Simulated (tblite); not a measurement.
C4H5Cl3Si.
Cartesian coordinates in Å at the GFN2-xTB level; atoms count from 1:
```
atom  x, y, z in Å
C1     2.901    0.040   -0.179
C2     1.743    0.104    0.140
Si3   -0.033    0.150    0.634
C4    -0.908    1.558   -0.313
Cl5   -2.627    1.565    0.178
C6    -0.825   -1.500    0.023
Cl7   -0.111   -2.862    0.911
Cl8   -0.515   -1.695   -1.718
H9     3.913   -0.012   -0.465
H10   -0.250    0.255    2.075
H11   -0.504    2.537   -0.070
H12   -0.887    1.430   -1.393
H13   -1.903   -1.568    0.159
```

Computed with GFN2-xTB (tblite): harmonic, unscaled wavenumbers at the GFN2-xTB geometry, gas phase. This tight-binding method is rough: wavenumbers can miss measured ones by several per cent, in bad cases by 10 to 20. Modes of hydrogen on silicon can be 10 to 20 % off. One conformer, not necessarily the lowest.

Harmonic wavenumbers (cm⁻¹): 28.3, 41.6, 66.6, 75.2, 101.5, 157.1, 197.1, 212.1, 266.6, 278.8, 329.8, 558.5, 590.6, 607.1, 672.4, 677.9, 686.9, 690.9, 714.7, 747.2, 766.7, 788.8, 1079.6, 1118.0, 1156.8, 1183.6, 1422.0, 2204.2, 2298.7, 2960.2, 2998.7, 3011.4, 3357.1.

A = 1135, B = 679.6, C = 570.8 MHz; mass 185.923 u (most abundant isotopes); point group C1, symmetry number 1.

Question: Zero-point energy?

Answer: ½Σν̃ = 16023 cm⁻¹ = 191.68 kJ/mol.

Question: What is S at 298.15 K and 1 bar for an ideal gas of classical rigid rotors and harmonic oscillators?

Answer: Translation 174.02, rotation 129.57, vibration 158.92: S = 462.5 J/(mol K).

Question: And Cp and H(298.15 K) − H(0)?

Answer: Cp = 163.63 J/(mol K), of which vibrations give 130.37 (their classical limit is 33 R = 274.4); H(298.15 K) − H(0) = 32.33 kJ/mol without the zero-point energy, 22.41 from vibrations.

Question: What must be added to the electronic energy to get the Gibbs energy at 298.15 K and 1 bar?

Answer: ZPE + [H(298.15 K) − H(0)] − T·S = 191.68 + 32.33 − 137.90 = 86.11 kJ/mol.

Question: How do the functions run with temperature in this model?

Answer: 
```
T (K)  S (J/(mol K))  Cp (J/(mol K))  H − H(0) (kJ/mol)  G − H(0) (kJ/mol)  ln q(vib)
  150          369.1           112.3              11.75             -43.62       5.21
  250          435.0           148.4              24.81             -83.95       8.58
  400          514.4           189.5              50.38            -155.39      13.03
  600          598.0           222.0              91.84            -266.97      18.20
  900          693.9           250.1             163.03            -461.44      24.73
```

q(vib) and H(0) count from the zero-point level.

Question: Which modes carry the vibrational entropy at 298.15 K?

Answer: 28.3 cm⁻¹: 24.87; 41.6 cm⁻¹: 21.68; 66.6 cm⁻¹: 17.79; 75.2 cm⁻¹: 16.79; 101.5 cm⁻¹: 14.33; 157.1 cm⁻¹: 10.81 J/(mol K); the other 27 give 52.65 together.

Hindered rotation and anharmonicity are outside this model. Other conformers, if any are populated, would add a mixing term that is left out. The structure is chiral; the term R ln 2 for an equal mix with its mirror image is left out.

On one thread, Arm Neoverse V1 (aarch64), on a shared host, this took 0.66 s. This covers the Hessian and the dipole derivatives.
